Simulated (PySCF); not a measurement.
How methods differ on the excitation energy of Ru

Ru [Kr] 4d7 5s1 (5F) → Ru [Kr] 4d7 5p1 (high-spin determinant), as a difference of total energies. Computed with PySCF 2.14 in aug-cc-pVTZ-PP with ECP28MDF, with a scalar-relativistic core potential. Correlated levels: valence: 4s2 4p6 frozen. The calculations carry no spin-orbit coupling.

```tsv
method	excitation energy (eV)
UHF	2.963
MP2 (valence)	3.443
SCS-MP2 (valence)	3.312
CCSD (valence)	3.344
CCSD(T) (valence)	3.356
```

How much does correlation contribute at CCSD(T) (valence)?

3.356 − (2.963) = 0.393 eV, measured against UHF.

The determinant of the upper state mixes LS terms, which raises its energy above the lowest term, most at the Hartree-Fock and MP2 levels.
